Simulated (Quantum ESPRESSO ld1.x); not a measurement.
Results of a calculation; reference values are marked as such.
Task: Ge III, 30 electrons, occupied as [Ar] 3d10 4s2. Level of theory: Dirac Kohn-Sham, PW91, spin-unpolarised, spherical densities, point nucleus (ld1.x of Quantum ESPRESSO 7.5). Some entries of the table are withheld. Estimate them.

| orbital | occ. | eigenvalue (hartree) | r(max) (bohr) |
|---|---|---|---|
| 1s1/2 | 2 | -403.517 | (1) |
| 2s1/2 | 2 | -51.1388 | 0.176 |
| 2p1/2 | 2 | (2) | 0.140 |
| 2p3/2 | 4 | (3) | 0.142 |
| 3s1/2 | 2 | -6.92446 | 0.543 |
| 3p1/2 | 2 | -5.09058 | (4) |
| 3p3/2 | 4 | -4.93317 | (5) |
| 3d3/2 | 4 | -1.82520 | (6) |
| 3d5/2 | 6 | -1.80358 | (7) |
| 4s1/2 | 2 | -1.07903 | 1.67 |

Result: 
(1) 1s1/2 r(max) (bohr): 0.031
(2) 2p1/2 eigenvalue (hartree): -45.5778
(3) 2p3/2 eigenvalue (hartree): -44.4056
(4) 3p1/2 r(max) (bohr): 0.539
(5) 3p3/2 r(max) (bohr): 0.548
(6) 3d3/2 r(max) (bohr): 0.502
(7) 3d5/2 r(max) (bohr): 0.506
